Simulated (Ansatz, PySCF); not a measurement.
Gas-phase reaction (SMILES): F[SiH2]F [difluorosilane] -> F[SiH-]F + H+; deprotonation at the site shown.

Geometries: B3LYP-D3(BJ)/def2-TZVP minima from Ansatz (a first-principles code). Correlated levels leave the core frozen unless marked. No spin-orbit coupling. Non-relativistic. Basis-set limits of correlation are two-point, X^-3; Hartree-Fock from the larger set. [CCSD(T)-MP2]/basis is that difference in the basis named. Anions need diffuse functions, of which def2-TZVPD holds fewer than the aug- sets. Thermal terms are rigid-rotor harmonic-oscillator values from B3LYP-D3(BJ) frequencies (PySCF) at 298.15 K and 1 atm. 1 Eh = 627.5095 kcal/mol. The proton has no electrons: its energy is zero and its thermal terms are those of translation.

```
species   E, RI-MP2/CBS(aug-cc-pV(T+d)Z,aug-cc-pV(Q+d)Z)+[CCSD(T)-MP2]/aug-cc-pV(T+d)Z (Ansatz) (Eh)  E, wB97M-V/def2-TZVPD (Ansatz) (Eh)  H - E (Eh)  G - E (Eh)
--------  ------------------------------------------------------------------------------------------  -----------------------------------  ----------  ----------
F[SiH2]F                                                                                  -489.99009                           -490.53822     0.02754    -0.00226
F[SiH-]F                                                                                  -489.38909                           -489.94705     0.01590    -0.01466
H+                                                                                           0.00000                              0.00000     0.00236    -0.01000
```

Problem. Work out ΔE and ΔH, ΔG, ΔS and the equilibrium constant at 298.15 K at the first level, then ΔH at the second.

Solution. 
1. ΔE = [(-489.38909) + (0.00000)] - [(-489.99009)] = 0.60100 Eh = 377.1 kcal/mol at RI-MP2/CBS(aug-cc-pV(T+d)Z,aug-cc-pV(Q+d)Z)+[CCSD(T)-MP2]/aug-cc-pV(T+d)Z.
2. The terms H - E add up to -0.00928 Eh, so ΔH = (0.60100 + (-0.00928))×627.5095 = 371.3 kcal/mol.
3. The terms G - E add up to -0.02240 Eh, so ΔG = 363.1 kcal/mol, and ΔS = (-0.00928 - (-0.02240))×627509.5/298.15 = 27.6 cal/(mol K).
4. log10 K = -ΔG/(RT ln 10) = -266.2, with RT ln 10 = 1.3642 kcal/mol.
5. At wB97M-V/def2-TZVPD the same steps give ΔE = 371.0 and ΔH = 365.1 kcal/mol, a shift of -6.2 from the first level.
6. These values are not checked against measurement here, since the tables used lack a sound gas-phase enthalpy of formation for at least one species, or one in the same ion convention.
